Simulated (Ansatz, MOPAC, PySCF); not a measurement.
Dissociation curve of MgH, doublet.

UHF/LANL2DZ = unrestricted Hartree-Fock/LANL2DZ, with its core potentials past Ne (PySCF); PM7, unrestricted, heats of formation (MOPAC); FCI = full CI/def2-SVP, frozen core (Ansatz, a program for electronic structure).

Energies are in kcal/mol, each relative to the lowest point of its own curve near equilibrium.

```
R / Å  UHF/LANL2DZ   PM7   FCI
-----  -----------  ----  ----
1.32          30.2  45.0  28.6
1.40          17.7  24.6  16.6
1.50           7.7   8.9   7.2
1.57           3.5   3.0   3.3
1.65           0.9   0.2   0.8
1.68           0.4   0.0   0.4
1.74           0.0   0.9   0.0
1.77           0.1   1.8   0.1
1.84           0.9   5.2   0.8
1.90           2.1   9.0   1.8
2.02           5.5  18.6   4.8
2.13           9.2  28.3   8.1
2.37          16.7  46.2  15.7
2.65          22.2     —  22.7
2.90          24.7     —  26.2
3.11          25.8     —  27.6
3.48          26.5     —  28.3
3.85          26.7     —  28.4
4.20          26.7     —  28.4
4.77          26.7     —  28.3
5.31          26.7     —  28.3
6.11          26.7     —  28.3
6.88          26.8     —  28.3
```

At the longest distance, 6.88 Å, FCI lies highest above its minimum (28.3 kcal/mol) and UHF/LANL2DZ lowest (26.8 kcal/mol).

A dash means that the run gave no value there, or that the column was ended at a point which the program doubted or which failed a test of continuity chosen for this set; such a test can also cut sound points.

The unrestricted determinant behind UHF/LANL2DZ is spin-contaminated at 2.37 to 3.11 Å (<S²> up to 0.9, against 0.75 for a pure doublet).
